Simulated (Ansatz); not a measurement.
`CC(C)(C)[O][Ga]([F])[Cl]` and `COC(C)(C)C` differ in one atom or group.

Ansatz, PBE0-D4/def2-TZVP geometries, multiplicity 1. Each molecule was computed in one conformer, which needn't be the lowest.

Scalar relativity is left out up to krypton.

```tsv
property	`CC(C)(C)[O][Ga]([F])[Cl]`
HOMO–LUMO gap (PBE0/def2-TZVPP) / eV	7.07
size of the dipole moment (ωB97M-V/def2-TZVPP) / D	2.14
HOMO energy (ωB97M-V/def2-TZVPP) / eV	-10.80
HOMO–LUMO gap (ωB97M-V/def2-TZVPP) / eV	11.35
HOMO energy (PBE/def2-TZVPP) / eV	-6.93
LUMO energy (PBE/def2-TZVPP) / eV	-2.31
```

(1) What does the change do to each property? (Estimate.)

## Answers

(1) The calculation gave: 
```
                                          property  `COC(C)(C)C`  shift
              HOMO–LUMO gap (PBE0/def2-TZVPP) / eV          8.36   1.29
size of the dipole moment (ωB97M-V/def2-TZVPP) / D          1.21  -0.93
             HOMO energy (ωB97M-V/def2-TZVPP) / eV         -9.66   1.14
           HOMO–LUMO gap (ωB97M-V/def2-TZVPP) / eV         12.18   0.83
                 HOMO energy (PBE/def2-TZVPP) / eV         -5.66   1.27
                 LUMO energy (PBE/def2-TZVPP) / eV          0.33   2.64
```

With PBE0 the HOMO rises by 1.18 eV and the LUMO rises by 2.47 eV, so the gap widens by about 1.29 eV. PBE moves the HOMO by 1.27 eV and ωB97M-V by 1.14 eV. Dipoles are sizes alone; their direction can turn.
